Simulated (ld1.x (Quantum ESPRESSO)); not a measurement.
## Reading a pseudo-wave (germanium)

Columns: radius, all-electron u(r) and pseudo u(r) of the 3p shell (level -118.39 eV) of germanium in the configuration [Ne] 3s2 3p6 3d10 4s2 4p1.5; LDA (PZ), non-relativistic, RRKJ scheme, ld1.x (Quantum ESPRESSO) 7.5.

```tsv
r (bohr)	all-electron	pseudo
0.040	0.3046	-0.0176
0.080	0.6341	-0.0697
0.120	0.7080	-0.1536
0.160	0.5568	-0.2650
0.200	0.2733	-0.3982
0.240	-0.0603	-0.5461
0.280	-0.3879	-0.7004
0.320	-0.6772	-0.8526
0.360	-0.9131	-0.9942
0.400	-1.0920	-1.1175
0.440	-1.2167	-1.2162
0.480	-1.2939	-1.2864
0.520	-1.3312	-1.3263
0.560	-1.3363	-1.3367
0.600	-1.3165	-1.3209
0.640	-1.2782	-1.2836
0.680	-1.2266	-1.2307
0.720	-1.1659	-1.1679
0.760	-1.0997	-1.1001
0.800	-1.0305	-1.0305
0.840	-0.9604	-0.9604
0.880	-0.8909	-0.8909
0.920	-0.8232	-0.8232
0.960	-0.7581	-0.7581
1.000	-0.6960	-0.6960
1.040	-0.6374	-0.6374
```

Question: How many radial nodes do the two functions have?

Answer: The all-electron 3p function has n − l − 1 = 1; the pseudo-wave has 0, since the states of the same l below it are removed with the core.

Question: At about which radius was the pseudo-wave matched?

Answer: 0.80 bohr, where the columns begin to agree (steps of 0.04 bohr).

Question: Where does each function peak?

Answer: Outermost all-electron maximum near 0.56 bohr, pseudo maximum near 0.56 bohr (to the table’s step).

Question: Is the pseudo-wave norm-conserving?

Answer: Yes: the RRKJ scheme keeps the norm inside the radius equal to the all-electron one, which fixes the energy derivative of the logarithmic derivative at the level.
